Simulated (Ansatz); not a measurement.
Consider the isomerisation: `[SiH3][AlH][SiH]1CO1` → `[CH2]1O[SiH2][SiH2][AlH]1`.

Gas-phase electronic energies from Ansatz, PBE0-D4/def2-TZVP geometries. CCSD(T)/CBS is the MP2 limit (def2-TZVPP, def2-QZVPP) plus CCSD(T) − MP2 in def2-TZVPP, frozen cores. Functionals use def2-TZVPP. Each species was taken in one conformer, which may not be the lowest.

(1) Is it downhill or uphill in electronic energy at CCSD(T)/CBS, and by how much? (An estimate is asked.)

(2) What do these levels give: BLYP-D4, r2SCAN-D4, PBE0, BHLYP, RPA@PBE/def2-TZVPP, HF/CBS(def2)? (Best estimate.)

Largest T1 diagnostic among the species: 0.016.

Results:

(1) The calculation gave: Downhill: ΔE = -120.9 kJ/mol.

(2) The calculation gave: BLYP-D4 -109.7, r2SCAN-D4 -116.1, PBE0 -116.3, BHLYP -126.0, RPA@PBE/def2-TZVPP -110.0, HF/CBS(def2) -126.9 kJ/mol.

From r2SCAN to r2SCAN0 (25 % exact exchange), in def2-TZVPP and without D4, ΔE moves by −8.8 kJ/mol. The D4 term adds −8.2 kJ/mol with B3LYP and −3.8 kJ/mol with PBE0; it sums over pairs of atoms, weighted by their polarisabilities, and B3LYP, whose exchange is more repulsive, gets the larger term.

B3LYP here is the variant with VWN-RPA as its local correlation; programs differ in this.
